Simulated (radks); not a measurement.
Values are calculated unless marked as measured or tabulated.
Charge is removed step by step from the 5p level of neutral europium, starting from [Xe] 4f7 6s2. Code: a radial shooting solver on a logarithmic mesh with Libxc functionals. Model: scalar-relativistic Kohn-Sham, PBE, spin-unpolarised, spherical densities, finite nucleus; Fermi nuclear charge, rms radius 5.1115 fm.

removed (e),E - E(0) (eV),eigenvalue (eV),E minus straight line (eV)
0,0.000,-23.776,0.000
0.1,2.422,-24.730,-0.457
0.2,4.941,-25.708,-0.818
0.3,7.559,-26.706,-1.080
0.4,10.278,-27.723,-1.242
0.5,13.099,-28.757,-1.300
0.6,16.024,-29.808,-1.255
0.7,19.055,-30.874,-1.103
0.8,22.194,-31.954,-0.845
0.9,25.441,-33.048,-0.477
1,28.798,-34.154,0.000

Removing the whole electron costs 28.798 eV by Delta-SCF, against 23.776 eV from minus the eigenvalue at the starting occupation. Slater's transition state (half an electron removed) gives 28.757 eV. Integrating minus the eigenvalue over the occupation (Janak's theorem) gives 28.826 eV. In this scalar-relativistic scheme the density is built from large components alone, so the theorem holds only approximately. The mean slope of the eigenvalue, de/dn, is 10.4 eV per electron.
